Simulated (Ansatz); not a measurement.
Computed with Ansatz on PBE0-D4/def2-TZVP structures; ΔE is electronic, products minus reactants. CCSD(T)/CBS adds triple-zeta CCSD(T) − MP2 to the extrapolated MP2 energy (def2 sets, frozen cores). One conformer a species, not always the lowest.

Reaction (cleavage of the Si–Si bond): `[AlH2][O][SiH2][SiH3]` + `FBN[SiH3]` → `FBN([SiH3])[SiH3]` + `[AlH2][O][SiH3]`

```tsv
species	MP2/CBS(def2) energy (Eh)
`[AlH2][O][SiH2][SiH3]`	-899.55269
`FBN[SiH3]`	-471.43502
`FBN([SiH3])[SiH3]`	-761.70988
`[AlH2][O][SiH3]`	-609.30123
```

Work out ΔE.

ΔE = (-761.70988) + (-609.30123) − (-899.55269) − (-471.43502) = -0.02340 Eh = -61.4 kJ/mol. CCSD(T)/CBS gives -52.4 kJ/mol.

Largest T1 diagnostic among the species: 0.013.

The D4 term adds −4.7 kJ/mol with B3LYP and −2.3 kJ/mol with PBE0; it sums over pairs of atoms, weighted by their polarisabilities, and B3LYP, whose exchange is more repulsive, gets the larger term. From PBE to PBE0 (25 % exact exchange), in def2-TZVPP and without D4, ΔE moves by −7.2 kJ/mol.

B3LYP here is the variant with VWN-RPA as its local correlation; programs differ in this.
